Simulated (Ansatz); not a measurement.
`C[CH2][SnH2][F]` + `N[SiH]` → `CC[Si]N` + `[F][SnH3]` at 700 K and 1 bar (formal exchange of groups at a C–Sn bond).

Gas-phase electronic energies from Ansatz, PBE0-D4/def2-TZVP geometries. CCSD(T)/CBS is the MP2 limit (def2-TZVPP, def2-QZVPP) plus CCSD(T) − MP2 in def2-TZVPP, frozen cores. This one scheme is used for every species. Elements past krypton have def2 core potentials. For Sn outer-core shells are correlated without core-valence functions, which leaves a few kJ/mol of doubt a bond. One conformer a species, not always the lowest.

```csv
species,CCSD(T)/CBS energy (Eh),H − E (kJ/mol),S (J/(mol·K))
`C[CH2][SnH2][F]`,-394.15776,288.5,468.2
`N[SiH]`,-345.56329,124.5,297.7
`CC[Si]N`,-424.09714,311.7,424.7
`[F][SnH3]`,-315.62493,99.6,325.6
```

H − E and S are ideal-gas, rigid-rotor, harmonic terms from PBE0-D4/def2-TZVP, for one conformer and one mirror image of each species. 1 Eh = 2625.50 kJ/mol, R = 8.31446 J/(mol·K).

Problem. By hand: ΔE, ΔH, ΔS and ΔG.

Solution. ΔE = (-424.09714) + (-315.62493) − (-394.15776) − (-345.56329) = -0.00102 Eh = -2.7 kJ/mol. Δ(H − E) = 311.7 + 99.6 − 288.5 − 124.5 = -1.7, so ΔH = -4.4 kJ/mol. ΔS = 424.7 + 325.6 − 468.2 − 297.7 = -15.6 J/(mol·K). ΔG = -4.4 − 700 × (-15.6)/1000 = 6.5 kJ/mol.

Problem. By hand: the equilibrium constant, and the temperature at which ΔG would vanish if ΔH and ΔS stayed fixed.

Solution. log₁₀ K = −ΔG/(RT ln 10) = -0.5. ΔG = 0 at ΔH/ΔS = 282 K, though so small a ΔH makes that figure unsure.

TΔS isn't small against ΔH here. A doubt of 5 kJ/mol in ΔE shifts log₁₀ K by 0.4 here. Other conformers and mirror images would add mixing entropy, several J/(mol·K) or more a flexible species. Modes under 60 cm⁻¹, often nearly free rotors, make the harmonic entropy too high. These are equilibria of isolated gas molecules and say nothing of rates. Largest T1 diagnostic: 0.015 (customary marks: 0.02 for closed shells, 0.045 for open ones).
